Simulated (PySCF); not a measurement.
PySCF job for 2-bromopropane (C₃H₇Br), SMILES BrC(C)C, SMD-ωB97X/def2-SVP. Coordinates come from a B3LYP-D3(BJ)/def2-SVP optimisation.

```python
import numpy as np
from pyscf import gto, scf, dft
from pyscf.solvent import smd

mol = gto.M(
    atom='''
    C     1.56134540   -0.12613124   -1.27269709
    C     0.93004759    0.40977205    0.00000000
    C     1.56134540   -0.12613124    1.27269709
    Br   -1.01852540   -0.02523814    0.00000000
    H     1.49813175   -1.22450994   -1.31103789
    H     2.62745496    0.15848632   -1.29902835
    H     1.07300022    0.28102482   -2.16923360
    H     0.93478474    1.50827532    0.00000000
    H     1.49813175   -1.22450994    1.31103788
    H     2.62745496    0.15848632    1.29902834
    H     1.07300022    0.28102482    2.16923359
    ''',
    basis='def2-SVP',
    charge=0,
    spin=0,
    max_memory=1600,
    verbose=3,
)
mf = dft.RKS(mol, xc='wb97x').density_fit(auxbasis='def2-universal-jkfit')
mf.grids.level = 3
mf.conv_tol = 1e-9
mf.max_cycle = 100
mf.kernel()
res = {}
for name in ['water', 'acetonitrile', 'N,N-dimethylformamide']:
    s = mf.SMD()
    s.with_solvent.solvent, s.with_solvent.sasa_ng = name, 194
    s.kernel(mf.make_rdm1())
    res[name] = (s.e_tot, s.with_solvent.get_cds(), s.dip_moment(), s.mo_energy, s.converged)
    print(f'SMD {name}: dG(solv) = {(s.e_tot - mf.e_tot) * 627.509474:.3f} kcal/mol, of which CDS {res[name][1] * 627.509474:.3f}')
```

Log of the run:

```
converged SCF energy = -2692.29768180677
converged SCF energy = -2692.29971928489
Dipole moment(X, Y, Z, Debye):  2.91932,  0.55399, -0.00000
SMD water: dG(solv) = -1.279 kcal/mol, of which CDS 1.702
converged SCF energy = -2692.30569503848
Dipole moment(X, Y, Z, Debye):  2.90030,  0.54715, -0.00000
SMD acetonitrile: dG(solv) = -5.028 kcal/mol, of which CDS -2.119
converged SCF energy = -2692.30519734126
Dipole moment(X, Y, Z, Debye):  2.90172,  0.54766, -0.00000
SMD N,N-dimethylformamide: dG(solv) = -4.716 kcal/mol, of which CDS -1.802
```

The run converged.

Cost: about 60 core-seconds (a rough figure).
